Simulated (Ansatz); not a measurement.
## Ansatz (development build ahead of 0.2.0) run

```yaml
crystal:
  periodic: [false, false, false]
  atoms:
    - { symbol: W, position_ang: [0.0, 0.0, 0.0] }
    - { symbol: O, position_ang: [0.0, 0.0, 2.17] }
    - { symbol: H, position_ang: [0.775, 0.0, 2.75] }
    - { symbol: H, position_ang: [-0.775, 0.0, 2.75] }
basis:
  gaussian: { orbitals: def2-TZVPP }
total_charge: 1
magnetization:
  spin_polarized: true
  initial_magnetization: 5
hamiltonian:
  xc: { name: wB97X }
```

The input is written out in the form of the current development build from the run's settings. The basis set brings a core potential for W, so the total leaves out those core electrons.

Results

```yaml
Converged: yes
Total_energy: -143.15094 hartree
Spin_squared_of_the_determinant: 8.752
Stability_test: minimum
```

Caution: other spin multiplicities were not run.
